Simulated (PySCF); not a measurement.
NICS in isomers of C5H8N2OSi.

Definitions: NICS(0) = −σiso at the ring centroid; NICS(1) = −σiso and NICS(1)zz = −σzz at ±1 Å along the ring normal z. Level: GIAO PBE0/pcSseg-1 (PySCF, non-relativistic, gas phase) on the GFN2-xTB geometries, one conformer each. Atom numbers follow the mapped SMILES.

Question: Order these rings by mean NICS(1)zz, lowest (most negative) first (ppm).
A. ring N5–C6–C7–C8–C9 in `[NH2:1][C:2](=[O:3])[SiH2:4][n:5]1[cH:6][cH:7][cH:8][cH:9]1`
B. ring C3–C4–C5–N8–N9 in `[CH2:1]=[CH:2][c:3]1[cH:4][c:5]([O:6][SiH3:7])[n:8][nH:9]1`
C. ring C2–N3–N4–C5–O9 in `[SiH3:1][c:2]1[n:3][n:4][c:5]([CH:6]2[CH2:7][CH2:8]2)[o:9]1`
D. ring C3–C4–Si5–C9 in `[N:1]#[C:2][C@H:3]1[CH2:4][Si@@H:5]([NH:6][CH:7]=[O:8])[CH2:9]1`
E. ring C4–C5–N6–O7–C8 in `[CH2:1]=[N:2][CH2:3][c:4]1[cH:5][n:6][o:7][c:8]1[SiH3:9]`

Answer: A (-29.8), E (-28.2), C (-26.6), B (-25.1), D (4.3).

```tsv
SMILES	ring	NICS(0)	NICS(1)	NICS(1)zz	HOMA	rms pucker (Å)	ring atoms with four or more neighbours
NC(=O)[SiH2]n1cccc1	5-membered ring with N; formal bonds all aromatic	-12.7	-10.9	-29.8	0.82	0.00	0
C=NCc1cnoc1[SiH3]	5-membered ring with N and O; formal bonds all aromatic	-11.2	-11.4	-28.2	0.65	0.00	0
[SiH3]c1nnc(C2CC2)o1	5-membered ring with 2 N and O; formal bonds all aromatic	-9.7	-10.6	-26.6	0.39	0.00	0
C=Cc1cc(O[SiH3])n[nH]1	5-membered ring with 2 N; formal bonds all aromatic	-12.7	-10.3	-25.1	0.96	0.00	0
N#C[C@H]1C[Si@@H](NC=O)C1	4-membered ring with Si; formal bonds all single	0.2	-1.1	4.3	–	0.09	4
```

NICS(0) gives another order. The isotropic NICS(1) gives another order. Over the 4 rings with a HOMA value its correlation coefficient with NICS(1)zz is 0.06. HOMA uses Krygowski's 1993 parameters; it is left out where a ring has a four-coordinate atom, a triple bond, no multiple bond or a kind of bond without parameters. NICS(1) and NICS(1)zz are means over the two faces.
